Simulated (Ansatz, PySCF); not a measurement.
Reaction (SMILES): CC[SiH2] → CC[SiH2-] (an electron is taken up)

Wanted: adiabatic electron affinity (0 K, with zero-point energies), in eV. Positive where the reaction releases energy. Conventions: open shells spin-unrestricted; six Cartesian d functions in 6-31G* and its kin unless marked 5d; no spin-orbit coupling; dispersion terms only where a functional's name holds one; non-relativistic; frozen cores in correlated levels. CBS(X,Y): correlation extrapolated as X^-3; Hartree-Fock from the larger set. Ab initio and DFT rows: single points at B3LYP-D3(BJ) geometries (Ansatz, a quantum-chemistry and plane-wave program), with unscaled harmonic terms from B3LYP/6-31G* (Ansatz) at its own minima. Sets without +, aug- or the D of def2-TZVPD hold no diffuse functions, which anions need.

```tsv
species	coefficient	E at M06-2X/6-31G* (5d) (PySCF), Eh	E at PBE0/def2-TZVPD (Ansatz), Eh	zero-point energy, kcal/mol
CC[SiH2]	+1	-369.76606	-369.67670	50.73
CC[SiH2-]	-1	-369.79647	-369.71347	49.34
```

Coupled cluster (Ansatz) is a level with limits of its own, used here on species with T1 under 0.025 (0.045 for open shells) and stable references: CCSD(T)/CBS(aug-cc-pV(T+d)Z,aug-cc-pV(Q+d)Z). Value to compare with, CCSD(T)/CBS(aug-cc-pV(T+d)Z,aug-cc-pV(Q+d)Z) (Ansatz): 1.22 eV. 1 Eh = 27.2114 eV and 1 eV = 23.0605 kcal/mol.

Task: Work the quantity out at each level, and compare with CCSD(T)/CBS(aug-cc-pV(T+d)Z,aug-cc-pV(Q+d)Z) (Ansatz).

Result: 
- M06-2X/6-31G* (5d): the sum of coefficient times E is 0.03041 Eh, or 0.827 eV; the thermal terms add 0.060. Result: 0.89 eV. Its difference against CCSD(T)/CBS(aug-cc-pV(T+d)Z,aug-cc-pV(Q+d)Z) (Ansatz) is -0.33 eV.
- PBE0/def2-TZVPD: the sum of coefficient times E is 0.03677 Eh, or 1.001 eV; the thermal terms add 0.060. Result: 1.06 eV. Its difference against CCSD(T)/CBS(aug-cc-pV(T+d)Z,aug-cc-pV(Q+d)Z) (Ansatz) is -0.16 eV.
